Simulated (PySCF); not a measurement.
C₆ coefficients of unlike pairs at PBE0

Calculated with PySCF 2.14 from the dipole response of each species, C₆(A,B) = (3/π) ∫ α_A(iu) α_B(iu) du, in atomic units, from isotropic polarisabilities. For ions this is the dispersion term alone; charge-induced terms of lower order in 1/R come first.

```csv
species,configuration,basis,relativity,α (bohr³),C₆ (like pair)
P(3+),[Ne] 3s2 (1S),aug-cc-pV(T+d)Z (6s5p4d2f),none,6.826,17.36
I-,[Xe] (1S),"aug-cc-pwCVTZ-DK3 with one added diffuse shell each of s, p, d, f type (11s10p8d5f1g)",spin-free X2C,72.33,1012
Mg+,[Ne] 3s1 (2S),aug-cc-pCVQZ (10s9p7d5f3g),none,35.15,154.7
Cl,[Ne] 3s2 3p5 (2P),aug-cc-pV(5+d)Z (8s7p6d4f3g2h),none,15.04,94.97
```

(1) Estimate C₆ for Mg+ with P(3+).

No spin-orbit coupling is included.

The other pairs:

| pair | C₆ |
| --- | --- |
| Cl, P(3+) | 40.49 |
| Mg+, I- | 383.0 |
| Cl, I- | 295.9 |
| I-, P(3+) | 128.6 |
| Cl, Mg+ | 103.2 |

Answers

(1) The integral gives 45.56. The combination rule 2 C_A C_B / (C_A α_B/α_A + C_B α_A/α_B) gives 44.98 and the geometric mean 51.83.
